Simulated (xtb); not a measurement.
xtb input:

```bash
xtb mol.xyz --gfn 1 --sp --chrg 0 --uhf 0
```
mol.xyz:
```
3

Al    -0.00000000    -0.00000000    -1.16094063
O     -0.00000000    -0.00000000    -2.75812979
Br     0.00000000     0.00000000     1.06163619
```

Q: Which total energy does the run end on?

A: -9.94375 Eh (GFN1-xTB).
